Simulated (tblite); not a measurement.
Input of a run (GFN2-xTB geometry optimisation, gas phase (tblite 0.8.0)), started from a force field or distance geometry:
```
{"job": {"kind": "relax", "xc": "GFN2-xTB", "basis": "xTB"}, "charge": 0, "multiplicity": 1}
C     -3.702100    -0.233300     0.641100
C     -2.466500    -0.461600     0.254600
P     -1.449700     0.881200    -0.276400
O     -2.108100     2.225200    -0.181100
C     -0.654900     0.574800    -1.865000
C      0.519100    -0.191200    -1.445800
C      0.913900    -0.099600    -0.228400
C      2.123400    -0.841500     0.343800
C      3.162300     0.068400     0.877200
C      0.109700     0.780400     0.667400
H     -4.390100    -1.010800     0.986600
H     -4.066200     0.799900     0.598800
H     -2.129300    -1.503700     0.324900
H     -0.400900     1.529100    -2.379900
H     -1.359900    -0.033900    -2.480800
H      1.057700    -0.837700    -2.180400
H      1.681000    -1.453200     1.181500
H      2.509500    -1.565500    -0.383000
H      4.067800    -0.527600     1.105700
H      2.767900     0.514000     1.822800
H      3.345200     0.913600     0.177000
H     -0.099600     0.267600     1.626200
H      0.564900     1.778200     0.823400
```

Output (eV, eV/Å):
```
step      E/eV     max force
  0    -825.29132    3.986
  1    -825.54213    3.144
  2    -825.70195    0.755
  3    -825.73884    0.792
  4    -825.78709    0.481
  5    -825.80823    0.390
  6    -825.82257    0.294
  7    -825.83382    0.295
  8    -825.84061    0.243
  9    -825.84495    0.177
 10    -825.84773    0.142
 11    -825.84970    0.108
 12    -825.85117    0.091
 13    -825.85236    0.079
 14    -825.85372    0.097
 15    -825.85512    0.106
 16    -825.85635    0.088
 17    -825.85741    0.069
 18    -825.85846    0.075
 19    -825.85955    0.085
 20    -825.86055    0.086
 21    -825.86140    0.084
 22    -825.86222    0.083
 23    -825.86311    0.072
 24    -825.86399    0.062
 25    -825.86475    0.064
 26    -825.86540    0.063
 27    -825.86601    0.061
 28    -825.86653    0.056
 29    -825.86691    0.040
 30    -825.86721    0.051
 31    -825.86755    0.060
 32    -825.86791    0.052
 33    -825.86822    0.037
 34    -825.86844    0.036
 35    -825.86863    0.038
 36    -825.86885    0.040
 37    -825.86907    0.035
 38    -825.86925    0.031
 39    -825.86939    0.034
 40    -825.86955    0.033
 41    -825.86971    0.032
 42    -825.86983    0.024
 43    -825.86989    0.019
 44    -825.86995    0.019
 45    -825.87000    0.023
 46    -825.87006    0.017
 47    -825.87009    0.012
 48    -825.87012    0.012
 49    -825.87016    0.018
 50    -825.87020    0.021
 51    -825.87025    0.017
 52    -825.87029    0.012
 53    -825.87032    0.012
 54    -825.87036    0.014
 55    -825.87040    0.016
 56    -825.87044    0.014
 57    -825.87048    0.016
 58    -825.87054    0.021
 59    -825.87061    0.020
 60    -825.87068    0.021
 61    -825.87072    0.018
 62    -825.87075    0.012
 63    -825.87078    0.011
 64    -825.87081    0.013
 65    -825.87084    0.016
 66    -825.87087    0.016
 67    -825.87090    0.015
 68    -825.87094    0.016
 69    -825.87101    0.020
 70    -825.87107    0.018
 71    -825.87112    0.016
 72    -825.87116    0.014
 73    -825.87119    0.014
 74    -825.87123    0.014
 75    -825.87128    0.015
 76    -825.87133    0.016
 77    -825.87137    0.012
 78    -825.87140    0.013
 79    -825.87144    0.013
 80    -825.87148    0.012
 81    -825.87151    0.013
 82    -825.87154    0.014
 83    -825.87157    0.014
 84    -825.87161    0.014
 85    -825.87165    0.015
 86    -825.87168    0.016
 87    -825.87172    0.014
 88    -825.87175    0.012
 89    -825.87180    0.016
 90    -825.87185    0.016
 91    -825.87190    0.017
 92    -825.87195    0.019
 93    -825.87201    0.023
 94    -825.87207    0.022
 95    -825.87211    0.014
 96    -825.87214    0.010
 97    -825.87217    0.013
 98    -825.87220    0.016
 99    -825.87222    0.013
100    -825.87224    0.008
```

Task: Summarise the run.

Result: The energy falls by 0.581 eV over 100 L-BFGS steps, the largest force on an atom goes from 3.99 to 0.008 eV/Å, and the atoms move by 0.137 Å rms after alignment. The bond that changes most is C8–C9 (allylic carbon to methyl carbon), which lengthens by 0.049 Å. Bonds longer at the end by more than 0.005 Å: 8 of 23; shorter: 14. Among the angles that change most is C2–P3–C5, from 112.9° to 105.2°. Among the dihedrals that turn most is H17–C8–C9–H21, from -159° to 180°. The energy never rose by more than 1e-5 eV on the way. The first step brought 43 % of the lowering.

Task: What are the final bond lengths?

Result: C1=C2 1.321 Å, C2–P3 1.812 Å, P3=O4 1.467 Å, P3–C5 1.847 Å, C5–C6 1.495 Å, C6=C7 1.328 Å, C7–C8 1.497 Å, C8–C9 1.529 Å, C7–C10 1.502 Å, P3–C10 1.846 Å, C1–H11 1.078 Å, C1–H12 1.079 Å, C2–H13 1.080 Å, C5–H14 1.095 Å, C5–H15 1.092 Å, C6–H16 1.079 Å, C8–H17 1.094 Å, C8–H18 1.092 Å, C9–H19 1.088 Å, C9–H20 1.087 Å, C9–H21 1.088 Å, C10–H22 1.092 Å, C10–H23 1.094 Å. Numbering counts from 1 in the input's order; the species is `C=C[P@]1(=O)CC=C(CC)C1`.

Hardware: one thread, Arm Neoverse V2 (aarch64), no GPU, shared host. Cost: 0.74 s.

Its GFN2-xTB frequencies are all real (lowest 43 cm⁻¹). One conformer, not necessarily the lowest.

These are computed values.
